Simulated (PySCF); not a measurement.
Fractional electron number in Ta (tantalum, neutral)

The 6s beta orbital of [Xe] 4f14 5d3 6s2 is emptied in steps (occupation f), with all orbitals relaxed, ending at [Xe] 4f14 5d3 6s1. Calculation: PySCF 2.14, in def2-TZVP with the def2 core potential (60 electrons) (6s4p3d1f, 40 functions); a scalar-relativistic core potential. The exact energy is a straight line in f; departures are measured from the line between the end points of the same method.

| f | PBE0 (eV) | r2SCAN (eV) | LC-wPBE (eV) |
| --- | --- | --- | --- |
| 1 | 0.000 | 0.000 | 0.000 |
| 0.8 | -0.302 | -0.344 | 0.027 |
| 0.6 | -0.454 | -0.502 | 0.035 |
| 0.4 | -0.454 | -0.478 | 0.028 |
| 0.2 | -0.300 | -0.291 | 0.015 |
| 0 | 0.000 | 0.000 | 0.000 |

```tsv
method	E(f=0) − E(f=1) (eV)	−ε at f=1 (eV)	−ε at f=0.4 (eV)
PBE0	7.041	5.156	7.424
r2SCAN	6.814	4.621	7.357
LC-wPBE	6.802	6.981	6.743
```

Orbital energy along the path (eV):

```json
{"f": "1", "PBE0": "-5.156", "r2SCAN": "-4.621", "LC-wPBE": "-6.981"}
{"f": "0.8", "PBE0": "-5.905", "r2SCAN": "-5.563", "LC-wPBE": "-6.889"}
{"f": "0.6", "PBE0": "-6.660", "r2SCAN": "-6.487", "LC-wPBE": "-6.802"}
{"f": "0.4", "PBE0": "-7.424", "r2SCAN": "-7.357", "LC-wPBE": "-6.743"}
{"f": "0.2", "PBE0": "-8.203", "r2SCAN": "-8.102", "LC-wPBE": "-6.739"}
{"f": "0", "PBE0": "-8.605", "r2SCAN": "-7.977", "LC-wPBE": "-6.666"}
```

As f goes to zero the orbital energy of a semilocal functional can turn back, because the density of that orbital vanishes from the exchange-correlation potential.

Reference removal energy between the ground levels: 7.550 eV (measured; NIST Atomic Spectra Database, ionization energies). The calculation has no spin-orbit coupling.
